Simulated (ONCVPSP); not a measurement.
What one change does to a pseudopotential (La, ONCV)

La, optimised norm-conserving Vanderbilt (ONCV), made with ONCVPSP 4.0.1 (LDA (Perdew-Zunger), fully relativistic). Core [Kr] 4d10, reference 5s2 5p6 5d2 6s1. Waves: 5s+6s: rc 2.35 bohr, ncon 5, nbas 10, qcut 4.1 1/bohr, 2 projectors; 5p: rc 1.75 bohr, ncon 4, nbas 9, qcut 5.4 1/bohr, 1 projector; 5d: rc 3.80 bohr, ncon 5, nbas 10, qcut 4.9 1/bohr, 1 projector; f scattering state at 0.1 Ha: rc 3.65 bohr, ncon 4, nbas 8, qcut 3 1/bohr, 1 projector. Local part: polynomial inside 1.15 bohr (lpopt 5, dvloc0 2 Ha). Core correction: Teter function, fcfact 5.25, rcfact 1.1.

Open shells are filled in proportion to 2j + 1.

In the f channel the program set the typed energies aside and used -0.107 Ha (j = l + 1/2; the other j can differ).

Change: s: qcut 3.7.

Cutoffs: the cutoffs (Ha) at which the residual kinetic energy of the hardest occupied pseudo-wave falls to 1 and 0.1 mHa per electron; they do not see the model core or the augmentation charge, which bear on the density cutoff. Errors are all-electron minus pseudo energies relative to the spin-unpolarised reference configuration.

Question: What does the change do?

Answer: The potential gets harder (13 Ha and 41 Ha → 13 Ha and 49 Ha); both files keep a bound ghost (p, s); of the 4 tests that both files solve, the error grows in 1 and shrinks in 0 by more than 15 % and 0.3 meV (median size 3.5 → 3.9 meV).

```csv
quantity,base,changed
"cutoff, loose",13 Ha,13 Ha
"cutoff, tight",41 Ha,49 Ha
loose cutoff by channel,"s 7.8 Ha, p 13 Ha, d 5.7 Ha","s 11 Ha, p 13 Ha, d 5.7 Ha"
bound ghosts,"s, p3/2, p1/2","s, p3/2, p1/2"
GHOST(+) flags under 300 eV,none,none
"error for 5s2 5p6 5d1 6s2, meV [ΔE -0.83 eV]",-1.7,-2.4
"error for 5s2 5p6 5d1 6s1, meV [ΔE 5.33 eV]",+1.3,+1.1
"error for 5s2 5p6 5d1 6s0, meV [ΔE 16.48 eV]",+5.4,+5.4
"error for 4f1 5s2 5p6 5d1 6s0, meV [ΔE 6.28 eV]",+1856,+1853
s: phases at 2.39 bohr within 0.05 rad from the reference energy up to (Ha; the scan ends near 5),4.9,4.8
p3/2: phases at 1.78 bohr within 0.05 rad from the reference energy up to (Ha; the scan ends near 5),n/a,n/a
p1/2: phases at 1.78 bohr within 0.05 rad from the reference energy up to (Ha; the scan ends near 5),-0.2,-0.2
d5/2: phases at 3.85 bohr within 0.05 rad from the reference energy up to (Ha; the scan ends near 5),0.5,0.5
d3/2: phases at 3.85 bohr within 0.05 rad from the reference energy up to (Ha; the scan ends near 5),0.5,0.5
f7/2: phases at 3.70 bohr within 0.05 rad from the reference energy up to (Ha; the scan ends near 5),-0.0,-0.0
f5/2: phases at 3.70 bohr within 0.05 rad from the reference energy up to (Ha; the scan ends near 5),-0.0,-0.0
"rms error of d²Exc/dni dnj with the model core, mHa",4.08,4.00
```

Base: These tests converged, but a pseudo level misses the all-electron one widely, so the file describes the atom poorly there or has found another state: 4f1 5s2 5p6 5d1 6s0: 4f by 3.5 eV. Changed file: These tests converged, but a pseudo level misses the all-electron one widely, so the file describes the atom poorly there or has found another state: 4f1 5s2 5p6 5d1 6s0: 4f by 3.5 eV. A true bound ghost makes a file unfit for plane-wave use even where its test errors are small: the radial tests pick states by their node count and pass the ghost by.
